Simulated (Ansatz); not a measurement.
The cluster Li₅N₂, relaxed as a doublet with UKS B3LYP-D4/def2-TZVP in Ansatz, starting from the GFN2-xTB geometry. Force threshold 0.02 eV/Å.

The relaxation made no stability test and no search for a lower SCF solution. The structure comes from a short search, and lower isomers may exist.

Start:

```csv
atom,x (Å),y (Å),z (Å)
Li1,-0.826,-1.881,0.558
Li2,1.123,1.803,-0.148
Li3,0.944,-0.250,1.302
Li4,-1.723,0.067,1.413
Li5,1.865,-0.102,-1.219
N6,-1.182,0.133,-0.608
N7,-0.200,0.230,-1.298
```

```tsv
step	energy (eV)	largest force component (eV/Å)	SCF passes
1	-4003.4209	0.904	68
2	-4003.9185	0.477	35
3	-4004.2638	1.373	37
4	-4004.5349	0.953	34
5	-4004.6543	0.493	36
6	-4004.9728	1.080	122
7	-4005.2676	0.317	36
8	-4005.3164	0.237	35
9	-4005.3266	0.349	36
10	-4005.3321	0.168	38
11 (rejected)	-4005.3310	0.263	40
12	-4005.3347	0.088	24
13	-4005.3371	0.046	40
14	-4005.3396	0.055	37
15	-4005.3655	0.179	79
16	-4005.4406	0.563	60
17	-4005.6174	0.562	43
18	-4005.7509	0.573	41
19	-4005.8861	1.352	74
20 (rejected)	-4005.6232	2.009	34
21	-4006.0412	0.966	36
22	-4006.1097	0.257	29
23	-4006.1647	0.097	28
24	-4006.1727	0.026	28
25	-4006.1729	0.006	27
```

Force components are those of the run's own axes.

End:

Cartesian coordinates in Å:
```
Li -0.873 -1.287 -0.674
Li -0.103 1.548 -0.686
Li 0.976 -0.260 1.359
Li -1.866 0.511 1.440
Li 1.868 -0.514 -1.436
N -0.564 0.156 0.433
N 0.563 -0.154 -0.436
```

Bonds formed: Li1–N7, Li2–N6, Li3–N6, Li3–N7 (atoms count from 1). Metal–metal contacts that move far: Li1–Li2 4.23 to 2.94 Å, Li2–Li5 2.31 to 2.95 Å, Li1–Li4 2.31 to 2.95 Å. The end is the same structure that another start reached, the lowest one found.

No frequencies were taken in this run, so the end may be a saddle point.

Run time 48 s (4 threads of Arm Neoverse V2 on a shared host).
